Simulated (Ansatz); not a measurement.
A short molecular-dynamics run on BTBT (C₁₄H₈S₂).

```yaml
crystal:
  periodic: [false, false, false]
  atoms:
    - {symbol: C, position_ang: [-4.306971, 1.066305, 0.657358]}
    - {symbol: C, position_ang: [-4.225271, 0.254162, -0.495957]}
    - {symbol: C, position_ang: [-2.993888, -0.230598, -0.942530]}
    - {symbol: C, position_ang: [-1.817752, 0.096187, -0.231695]}
    - {symbol: C, position_ang: [-1.917495, 0.920435, 0.934975]}
    - {symbol: C, position_ang: [-3.157089, 1.405491, 1.380652]}
    - {symbol: S, position_ang: [-0.352351, 1.223079, 1.690386]}
    - {symbol: C, position_ang: [0.448018, 0.259837, 0.466322]}
    - {symbol: C, position_ang: [1.817685, -0.096640, 0.231994]}
    - {symbol: C, position_ang: [2.993848, 0.230428, 0.942640]}
    - {symbol: C, position_ang: [4.225331, -0.253758, 0.495683]}
    - {symbol: C, position_ang: [4.307034, -1.065945, -0.657590]}
    - {symbol: C, position_ang: [3.157110, -1.405417, -1.380702]}
    - {symbol: C, position_ang: [1.917462, -0.920724, -0.934790]}
    - {symbol: S, position_ang: [0.352297, -1.223630, -1.690022]}
    - {symbol: C, position_ang: [-0.448111, -0.260489, -0.465892]}
    - {symbol: H, position_ang: [-5.285572, 1.439262, 0.994967]}
    - {symbol: H, position_ang: [-5.142360, 0.000724, -1.048450]}
    - {symbol: H, position_ang: [-2.930247, -0.863405, -1.840676]}
    - {symbol: H, position_ang: [-3.222285, 2.038001, 2.278179]}
    - {symbol: H, position_ang: [2.930168, 0.863028, 1.840930]}
    - {symbol: H, position_ang: [5.142457, 0.000184, 1.047890]}
    - {symbol: H, position_ang: [5.285632, -1.438813, -0.995318]}
    - {symbol: H, position_ang: [3.222371, -2.037724, -2.278367]}
basis:
  gaussian: {orbitals: "6-31G*"}
hamiltonian: {xc: {name: PBE}}
md: {timestep: 1 fs, n_steps: 12, ensemble: nve, temperature: 300, initial_velocities: maxwell_boltzmann, seed: 192}
scf: {omitted_lower_state_checks: [starts]}
```

```sh
$ ansatz run in.yaml --threads 4 --pin off --events-out ev --progress --plain --max-ram 9574MiB
```

| step | time (fs) | potential energy (eV) | kinetic (eV) | T (K) | conserved (eV) |
| --- | --- | --- | --- | --- | --- |
| 0 | 0.0 | -36291.0022 | 0.8531 | 300 | -36290.1491 |
| 1 | 1.0 | -36290.9487 | 0.8018 | 282 | -36290.1469 |
| 2 | 2.0 | -36290.8295 | 0.6892 | 242 | -36290.1403 |
| 3 | 3.0 | -36290.7395 | 0.6006 | 211 | -36290.1389 |
| 4 | 4.0 | -36290.7004 | 0.5569 | 196 | -36290.1435 |
| 5 | 5.0 | -36290.6491 | 0.5043 | 177 | -36290.1448 |
| 6 | 6.0 | -36290.5624 | 0.4209 | 148 | -36290.1415 |
| 7 | 7.0 | -36290.4855 | 0.3475 | 122 | -36290.1381 |
| 8 | 8.0 | -36290.4699 | 0.3321 | 117 | -36290.1378 |
| 9 | 9.0 | -36290.5194 | 0.3783 | 133 | -36290.1411 |
| 10 | 10.0 | -36290.5838 | 0.4384 | 154 | -36290.1455 |
| 11 | 11.0 | -36290.5981 | 0.4511 | 159 | -36290.1470 |
| 12 | 12.0 | -36290.5437 | 0.4008 | 141 | -36290.1429 |

Velocities are drawn at the set temperature; a run this short doesn't reach equilibrium.

The 6-31G sets use Cartesian d functions.

Frames (Å, forces in eV/Å):

```xyz
24
time=0.0 fs
C    -4.307    1.066    0.657   -0.123    0.041    0.034
C    -4.225    0.254   -0.496   -0.090   -0.028   -0.058
C    -2.994   -0.231   -0.943   -0.017   -0.064   -0.096
C    -1.818    0.096   -0.232   -0.037    0.021    0.022
C    -1.917    0.920    0.935   -0.189   -0.022   -0.069
C    -3.157    1.405    1.381    0.004    0.058    0.084
S    -0.352    1.223    1.690    0.076    0.065    0.109
C     0.448    0.260    0.466   -0.041   -0.106   -0.161
C     1.818   -0.097    0.232    0.038   -0.021   -0.022
C     2.994    0.230    0.943    0.017    0.065    0.096
C     4.225   -0.254    0.496    0.090    0.028    0.059
C     4.307   -1.066   -0.658    0.123   -0.041   -0.034
C     3.157   -1.405   -1.381   -0.003   -0.058   -0.084
C     1.917   -0.921   -0.935    0.189    0.022    0.069
S     0.352   -1.224   -1.690   -0.076   -0.065   -0.109
C    -0.448   -0.260   -0.466    0.041    0.106    0.161
H    -5.286    1.439    0.995    0.173   -0.068   -0.064
H    -5.142    0.001   -1.048    0.163    0.045    0.099
H    -2.930   -0.863   -1.841   -0.023    0.107    0.149
H    -3.222    2.038    2.278    0.005   -0.107   -0.152
H     2.930    0.863    1.841    0.023   -0.107   -0.149
H     5.142    0.000    1.048   -0.163   -0.046   -0.099
H     5.286   -1.439   -0.995   -0.173    0.069    0.063
H     3.222   -2.038   -2.278   -0.005    0.106    0.152
24
time=1.0 fs
C    -4.301    1.065    0.659   -0.689    0.106    0.014
C    -4.226    0.258   -0.496    1.325    0.015    0.398
C    -2.991   -0.230   -0.942   -0.134   -0.129   -0.211
C    -1.819    0.098   -0.227    0.248   -0.164   -0.293
C    -1.919    0.920    0.933   -0.427    0.197    0.208
C    -3.166    1.412    1.384    0.743   -0.113   -0.039
S    -0.354    1.221    1.688    0.068    0.117    0.177
C     0.452    0.261    0.468   -0.472   -0.132   -0.272
C     1.809   -0.097    0.241    0.643   -0.154   -0.266
C     2.993    0.223    0.951   -0.067    0.285    0.236
C     4.226   -0.245    0.490    0.231   -0.057    0.268
C     4.304   -1.062   -0.663    0.128   -0.039    0.021
C     3.157   -1.414   -1.380   -0.236    0.415    0.324
C     1.914   -0.912   -0.940    0.475   -0.135    0.195
S     0.355   -1.227   -1.690   -0.147   -0.020   -0.138
C    -0.442   -0.259   -0.473   -0.249    0.262    0.451
H    -5.287    1.426    0.996    0.238   -0.058   -0.075
H    -5.101   -0.009   -1.035   -1.056   -0.202   -0.529
H    -2.922   -0.871   -1.846   -0.061    0.290    0.391
H    -3.217    2.048    2.277   -0.071   -0.072   -0.080
H     2.930    0.860    1.858    0.047   -0.311   -0.400
H     5.148   -0.010    1.060   -0.393   -0.053   -0.294
H     5.276   -1.441   -1.008   -0.095    0.085    0.098
H     3.233   -2.041   -2.266   -0.050   -0.130   -0.182
24
time=2.0 fs
C    -4.295    1.064    0.661   -1.158    0.134   -0.035
C    -4.225    0.261   -0.495    2.450    0.052    0.739
C    -2.988   -0.229   -0.942   -0.223   -0.118   -0.214
C    -1.820    0.100   -0.222    0.497   -0.336   -0.598
C    -1.920    0.920    0.930   -0.609    0.397    0.468
C    -3.175    1.417    1.388    1.412   -0.280   -0.168
S    -0.355    1.220    1.685    0.059    0.167    0.244
C     0.455    0.262    0.470   -0.884   -0.142   -0.363
C     1.801   -0.098    0.249    1.235   -0.281   -0.498
C     2.992    0.215    0.959   -0.122    0.403    0.236
C     4.228   -0.237    0.484    0.239   -0.174    0.407
C     4.302   -1.058   -0.668    0.091   -0.016    0.096
C     3.156   -1.422   -1.380   -0.441    0.839    0.667
C     1.910   -0.904   -0.945    0.733   -0.294    0.320
S     0.358   -1.231   -1.690   -0.216    0.026   -0.162
C    -0.436   -0.257   -0.480   -0.526    0.395    0.712
H    -5.286    1.412    0.996    0.224   -0.019   -0.061
H    -5.070   -0.020   -1.027   -2.020   -0.426   -1.028
H    -2.915   -0.875   -1.848   -0.092    0.382    0.503
H    -3.213    2.057    2.274   -0.140   -0.020    0.014
H     2.931    0.854    1.872    0.059   -0.417   -0.515
H     5.151   -0.021    1.069   -0.498   -0.025   -0.416
H     5.266   -1.443   -1.019    0.023    0.083    0.114
H     3.244   -2.046   -2.254   -0.092   -0.329   -0.462
24
time=4.0 fs
C    -4.286    1.061    0.664   -1.660    0.129   -0.132
C    -4.218    0.269   -0.492    1.856   -0.604   -0.105
C    -2.983   -0.227   -0.943   -0.263    0.128    0.125
C    -1.821    0.104   -0.214    0.817   -0.577   -1.085
C    -1.925    0.921    0.927   -0.755    0.685    0.860
C    -3.189    1.429    1.395    2.361   -0.514   -0.352
S    -0.358    1.216    1.680    0.036    0.270    0.377
C     0.459    0.264    0.472   -1.503   -0.136   -0.479
C     1.788   -0.101    0.265    2.192   -0.474   -0.892
C     2.990    0.201    0.976   -0.122    0.295   -0.237
C     4.231   -0.221    0.474   -0.205   -0.487    0.399
C     4.297   -1.050   -0.679    0.017    0.054    0.276
C     3.153   -1.436   -1.376   -0.680    1.194    0.700
C     1.905   -0.888   -0.954    1.104   -0.588    0.562
S     0.364   -1.238   -1.690   -0.341    0.128   -0.184
C    -0.426   -0.253   -0.492   -0.993    0.559    1.096
H    -5.279    1.383    0.995   -0.024    0.118    0.030
H    -5.066   -0.054   -1.039   -1.313   -0.063   -0.438
H    -2.903   -0.873   -1.837   -0.118    0.246    0.281
H    -3.208    2.075    2.270   -0.228    0.044    0.147
H     2.934    0.830    1.885    0.045   -0.287   -0.269
H     5.141   -0.042    1.076   -0.262    0.123   -0.365
H     5.248   -1.444   -1.039    0.250    0.064    0.122
H     3.262   -2.065   -2.247   -0.210   -0.308   -0.435
24
time=5.0 fs
C    -4.284    1.060    0.666   -1.694    0.119   -0.156
C    -4.212    0.272   -0.490    0.726   -1.124   -0.882
C    -2.981   -0.227   -0.943   -0.221    0.319    0.401
C    -1.820    0.105   -0.211    0.871   -0.620   -1.228
C    -1.928    0.922    0.927   -0.710    0.750    0.962
C    -3.193    1.434    1.398    2.577   -0.558   -0.384
S    -0.360    1.215    1.678    0.023    0.322    0.444
C     0.459    0.265    0.472   -1.635   -0.136   -0.506
C     1.784   -0.102    0.272    2.464   -0.520   -1.043
C     2.989    0.195    0.984   -0.073    0.117   -0.643
C     4.232   -0.213    0.469   -0.585   -0.659    0.274
C     4.294   -1.046   -0.684    0.040    0.075    0.352
C     3.151   -1.442   -1.374   -0.696    1.118    0.400
C     1.904   -0.881   -0.958    1.199   -0.714    0.676
S     0.367   -1.242   -1.690   -0.395    0.187   -0.178
C    -0.422   -0.250   -0.497   -1.167    0.578    1.202
H    -5.275    1.371    0.994   -0.192    0.190    0.083
H    -5.086   -0.074   -1.054   -0.233    0.378    0.275
H    -2.898   -0.868   -1.827   -0.113    0.052   -0.002
H    -3.209    2.084    2.271   -0.241    0.023    0.140
H     2.936    0.814    1.887    0.022   -0.092    0.036
H     5.132   -0.051    1.073    0.026    0.218   -0.215
H     5.242   -1.443   -1.047    0.296    0.071    0.133
H     3.268   -2.080   -2.249   -0.290   -0.093   -0.141
24
time=6.0 fs
C    -4.283    1.059    0.667   -1.626    0.112   -0.163
C    -4.206    0.274   -0.489   -0.255   -1.484   -1.407
C    -2.979   -0.226   -0.943   -0.142    0.484    0.649
C    -1.819    0.105   -0.209    0.854   -0.601   -1.287
C    -1.932    0.924    0.927   -0.589    0.752    0.988
C    -3.195    1.438    1.401    2.597   -0.557   -0.387
S    -0.361    1.213    1.676    0.008    0.374    0.511
C     0.458    0.265    0.472   -1.617   -0.147   -0.513
C     1.782   -0.104    0.277    2.554   -0.524   -1.158
C     2.988    0.188    0.992   -0.005   -0.064   -1.044
C     4.233   -0.206    0.464   -0.957   -0.817    0.128
C     4.292   -1.042   -0.689    0.114    0.074    0.403
C     3.149   -1.447   -1.371   -0.656    0.977    0.044
C     1.904   -0.874   -0.962    1.232   -0.822    0.780
S     0.369   -1.245   -1.690   -0.443    0.251   -0.160
C    -0.419   -0.247   -0.501   -1.291    0.553    1.244
H    -5.273    1.360    0.995   -0.320    0.242    0.119
H    -5.109   -0.090   -1.067    0.636    0.724    0.809
H    -2.895   -0.862   -1.817   -0.101   -0.156   -0.302
H    -3.212    2.094    2.272   -0.232   -0.035    0.086
H     2.938    0.796    1.889   -0.004    0.113    0.356
H     5.123   -0.059    1.069    0.329    0.302   -0.043
H     5.238   -1.442   -1.054    0.277    0.095    0.156
H     3.271   -2.095   -2.254   -0.364    0.154    0.191
24
time=8.0 fs
C    -4.284    1.058    0.670   -1.343    0.127   -0.119
C    -4.194    0.275   -0.490   -1.324   -1.497   -1.413
C    -2.976   -0.222   -0.941    0.124    0.453    0.657
C    -1.814    0.105   -0.209    0.628   -0.389   -1.156
C    -1.940    0.929    0.930   -0.143    0.570    0.811
C    -3.193    1.446    1.406    2.064   -0.490   -0.391
S    -0.364    1.211    1.672   -0.017    0.474    0.643
C     0.452    0.266    0.471   -1.135   -0.205   -0.465
C     1.784   -0.110    0.287    2.170   -0.408   -1.289
C     2.986    0.175    1.004    0.136   -0.111   -1.333
C     4.232   -0.195    0.455   -1.215   -1.022    0.046
C     4.287   -1.033   -0.697    0.331    0.011    0.427
C     3.142   -1.454   -1.366   -0.463    0.803   -0.411
C     1.906   -0.862   -0.967    1.118   -0.985    0.943
S     0.374   -1.252   -1.691   -0.521    0.398   -0.083
C    -0.417   -0.239   -0.506   -1.379    0.372    1.138
H    -5.279    1.345    0.999   -0.296    0.247    0.096
H    -5.132   -0.100   -1.066    1.301    0.918    1.081
H    -2.891   -0.856   -1.807   -0.088   -0.311   -0.533
H    -3.225    2.112    2.276   -0.150   -0.188   -0.075
H     2.943    0.766    1.905   -0.038    0.243    0.565
H     5.116   -0.064    1.060    0.563    0.378    0.085
H     5.239   -1.436   -1.063    0.108    0.173    0.213
H     3.267   -2.120   -2.254   -0.431    0.441    0.561
24
time=9.0 fs
C    -4.287    1.057    0.671   -1.153    0.142   -0.081
C    -4.189    0.273   -0.493   -1.401   -1.180   -0.953
C    -2.974   -0.220   -0.939    0.292    0.204    0.343
C    -1.811    0.104   -0.210    0.435   -0.212   -0.986
C    -1.945    0.933    0.932    0.161    0.399    0.624
C    -3.190    1.449    1.407    1.559   -0.462   -0.429
S    -0.366    1.210    1.670   -0.023    0.520    0.705
C     0.447    0.266    0.470   -0.722   -0.242   -0.407
C     1.788   -0.113    0.290    1.743   -0.301   -1.311
C     2.985    0.168    1.009    0.195    0.078   -1.112
C     4.231   -0.190    0.451   -0.997   -1.056    0.176
C     4.285   -1.029   -0.701    0.407   -0.030    0.417
C     3.138   -1.457   -1.363   -0.326    0.845   -0.414
C     1.909   -0.858   -0.968    0.978   -1.038    0.997
S     0.376   -1.255   -1.691   -0.552    0.479   -0.027
C    -0.417   -0.235   -0.507   -1.338    0.223    0.999
H    -5.286    1.341    1.003   -0.149    0.205    0.041
H    -5.126   -0.092   -1.051    1.108    0.773    0.854
H    -2.891   -0.858   -1.810   -0.095   -0.190   -0.371
H    -3.233    2.119    2.278   -0.083   -0.241   -0.125
H     2.945    0.754    1.921   -0.043    0.111    0.353
H     5.121   -0.061    1.057    0.397    0.362   -0.024
H     5.241   -1.431   -1.065    0.018    0.200    0.224
H     3.259   -2.126   -2.247   -0.410    0.410    0.509
24
time=10.0 fs
C    -4.290    1.057    0.672   -0.915    0.152   -0.050
C    -4.186    0.271   -0.496   -1.107   -0.677   -0.227
C    -2.972   -0.218   -0.937    0.443   -0.126   -0.090
C    -1.807    0.103   -0.212    0.199   -0.008   -0.770
C    -1.950    0.936    0.935    0.498    0.191    0.391
C    -3.185    1.452    1.409    0.948   -0.451   -0.498
S    -0.367    1.209    1.669   -0.022    0.560    0.763
C     0.442    0.266    0.469   -0.247   -0.277   -0.326
C     1.793   -0.117    0.291    1.218   -0.174   -1.304
C     2.984    0.161    1.013    0.248    0.336   -0.746
C     4.228   -0.186    0.447   -0.628   -1.053    0.369
C     4.283   -1.025   -0.704    0.426   -0.063    0.406
C     3.134   -1.459   -1.361   -0.168    0.974   -0.268
C     1.912   -0.854   -0.969    0.787   -1.070    1.030
S     0.378   -1.258   -1.691   -0.576    0.562    0.037
C    -0.418   -0.230   -0.507   -1.239    0.044    0.815
H    -5.295    1.340    1.007    0.029    0.153   -0.024
H    -5.108   -0.076   -1.027    0.535    0.469    0.392
H    -2.891   -0.861   -1.816   -0.102    0.008   -0.102
H    -3.243    2.123    2.278   -0.007   -0.257   -0.132
H     2.946    0.743    1.941   -0.044   -0.084    0.020
H     5.129   -0.055    1.053    0.114    0.322   -0.199
H     5.244   -1.424   -1.065   -0.037    0.204    0.211
H     3.247   -2.129   -2.235   -0.353    0.262    0.303
24
time=12.0 fs
C    -4.299    1.056    0.673   -0.245    0.128   -0.040
C    -4.181    0.265   -0.502    0.405    0.593    1.617
C    -2.966   -0.213   -0.933    0.562   -0.681   -0.848
C    -1.800    0.101   -0.217   -0.351    0.423   -0.273
C    -1.957    0.944    0.941    1.178   -0.265   -0.134
C    -3.173    1.457    1.411   -0.367   -0.475   -0.685
S    -0.370    1.208    1.667    0.017    0.619    0.856
C     0.432    0.265    0.465    0.707   -0.314   -0.111
C     1.806   -0.124    0.292    0.084    0.112   -1.194
C     2.983    0.149    1.019    0.335    0.736   -0.092
C     4.222   -0.180    0.440    0.105   -0.984    0.670
C     4.281   -1.016   -0.710    0.292   -0.083    0.402
C     3.125   -1.460   -1.358    0.222    1.320    0.220
C     1.921   -0.849   -0.967    0.271   -1.068    1.033
S     0.381   -1.264   -1.692   -0.606    0.721    0.177
C    -0.424   -0.221   -0.505   -0.871   -0.366    0.363
H    -5.310    1.340    1.013    0.274    0.073   -0.116
H    -5.068   -0.035   -0.974   -1.445   -0.420   -0.957
H    -2.895   -0.866   -1.829   -0.081    0.328    0.346
H    -3.261    2.124    2.276    0.139   -0.180   -0.020
H     2.947    0.718    1.977   -0.049   -0.359   -0.529
H     5.146   -0.034    1.039   -0.385    0.222   -0.462
H     5.248   -1.405   -1.058   -0.012    0.137    0.108
H     3.213   -2.129   -2.205   -0.181   -0.218   -0.331
```

Hardware: 4 threads of Arm Neoverse V1 on a shared host. Wall time 1.9 min.
